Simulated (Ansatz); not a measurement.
Relaxation of CH4FInO2 (9 atoms, charge 0, multiplicity 1), to a largest force component of 0.02 eV/Å in at most 50 steps.

Theory: UKS B3LYP/def2-SVP in Ansatz 0.2.0.

```xyz
9
Properties=species:S:1:pos:R:3:forces:R:3
O -2.221 0.268 0.354 0.83 2.84 2.30
In -0.290 1.070 1.639 0.89 -0.39 -0.95
C 0.779 0.050 -0.519 1.07 1.60 2.89
O 0.951 -1.044 0.347 -1.36 1.07 0.66
F 2.089 0.479 -0.831 -0.39 0.06 -0.38
H -2.281 -0.624 0.070 -0.98 -0.67 -1.48
H -2.562 1.179 0.171 -0.44 -2.24 -0.96
H 0.299 -0.192 -1.443 -0.54 -0.54 -1.20
H 1.307 -1.765 -0.130 0.92 -1.72 -0.87
```

Question: Where does it end, and by what steps?

Answer: The forces met the threshold. After 23 steps the energy has fallen by 1.587 eV; In2 moved furthest, 1.59 Å.

| step | energy less start (eV) | largest force component (eV/Å) | accepted |
| --- | --- | --- | --- |
| 0 | 0.0000 | 2.888 | yes |
| 1 | -0.6373 | 2.050 | yes |
| 2 | -0.9098 | 1.573 | yes |
| 3 | -1.1662 | 0.614 | yes |
| 4 | -1.1954 | 1.236 | yes |
| 5 | -1.2544 | 1.156 | yes |
| 6 | -1.3036 | 0.785 | yes |
| 7 | -1.3832 | 0.614 | yes |
| 8 | -1.3709 | 1.217 | no |
| 9 | -1.4304 | 0.324 | yes |
| 10 | -1.4571 | 0.157 | yes |
| 11 | -1.4717 | 0.284 | yes |
| 12 | -1.4801 | 0.646 | yes |
| 13 | -1.5105 | 0.417 | yes |
| 14 | -1.5397 | 0.186 | yes |
| 15 | -1.5557 | 0.481 | yes |
| 16 | -1.5685 | 0.445 | yes |
| 17 | -1.5798 | 0.180 | yes |
| 18 | -1.5842 | 0.084 | yes |
| 19 | -1.5850 | 0.076 | yes |
| 20 | -1.5867 | 0.074 | yes |
| 21 | -1.5871 | 0.051 | yes |
| 22 | -1.5872 | 0.088 | yes |
| 23 | -1.5874 | 0.015 | yes |

```xyz
9
Properties=species:S:1:pos:R:3
O -1.785 0.079 1.005
In -0.391 2.069 0.411
C 0.802 0.205 -0.509
O -0.079 -0.880 -0.712
F 1.667 -0.146 0.554
H -1.310 -0.558 0.411
H -2.719 0.044 0.759
H 1.462 0.307 -1.393
H 0.423 -1.699 -0.867
```

The run took 60 s on 2 threads of Intel(R) Xeon(R) 6975P-C (Granite Rapids), with other jobs on the host, peak memory 0.34 GiB.
